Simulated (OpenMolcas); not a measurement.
**Mn5+: from CASSCF to CASPT2**

```
Program             : OpenMolcas 26.06
Basis               : ANO-L-VTZP [6s5p3d2f1g]
Scalar Hamiltonian  : non-relativistic, point nucleus
Active space        : 2 electrons in 5 orbitals (3d)
State averaging     : 2S+1 = 3 even, 10 roots; 2S+1 = 1 even, 15 roots
Spin-orbit coupling : RASSI with atomic mean-field integrals over the reference wave functions, term energies averaged over their components
```

Methods on the same reference wave functions:
A. CASSCF
B. SS-CASPT2, IPEA 0.25 Eh, imaginary shift 0.1 Eh (closed shells correlated: 3s 3p)
C. XMS-CASPT2, IPEA 0.25 Eh, imaginary shift 0.1 Eh (closed shells correlated: 3s 3p)

Energies in cm⁻¹ above 3d² ³F₂, the measured ground level; measured values from Corliss and Sugar, J. Phys. Chem. Ref. Data 6, 1253 (1977).

```csv
Level,A,B,C,Measured
3d² ³F₂,0.0,0.0,0.0,0.0
3d² ³F₃,788,795,793,746
3d² ³F₄,1787,1793,1791,1669
3d² ¹D₂,18937,15520,16230,15336
3d² ³P₀,22011,18740,18920,17782
3d² ³P₁,22294,19020,19200,18057
3d² ³P₂,22934,19660,19860,18628
3d² ¹G₄,28981,26580,26810,25511
3d² ¹S₀,69995,61830,62790,
```

Deviations, from unrounded energies. A percentage is the sum of absolute deviations over the sum of measured energies, with the sign that they share, or ± where signs differ.

| Against measurement | Levels | A | B | C |
| --- | --- | --- | --- | --- |
| mean absolute deviation (cm-1) | 7 | 2900 | 620 | 840 |
| fine structure of the ground term (%) | 2 | +6.6 | +7.1 | +7.0 |
| other terms of the ground configuration (%) | 5 | +20.8 | +4.4 | +6.0 |

B lies closest to measurement on these levels and A furthest from it. The largest miss of B in the table is 3d² ¹G₄, by +1100 cm-1. The ranking rests on the paired levels alone, and a cruder setting can come out closer through cancelling errors.

Between B and C the level of the table that moves most is 3d² ¹S₀, by 970 cm-1 (lowest in B, highest in C). Moves below CASPT2's spread within the term are not significant.

The mean deviations of B to C differ by less than CASPT2's widest spread within a term (960 cm-1), so their order carries little weight.

From A to B the spin-free energies of the other terms of 3d² shown, above ³F, scale by factors of 0.81 to 0.91, as is usual when dynamic correlation screens the repulsion within a d or f shell.

The lowest spin-free term lies below A's lowest term by 0.243 hartree in B, 0.248 hartree in C.

CASPT2 does not keep the components of a term degenerate, so their means are used; among the terms shown or strongly mixed into the levels shown the widest spread is 960 cm-1 (3d² ³F, C). Without dynamic correlation excited terms often stand tens of per cent too high (terms of higher spin than the ground term too low), and those without a measured partner can miss by more than the paired ones (holds for A). Measured partners are found by configuration, term and J. A level has none where our copy of the source lacks it or the pairing is in doubt (some pairs that miss far off the trend of their configuration count as doubtful), and it then counts in no deviation. Only configurations of the active space appear.
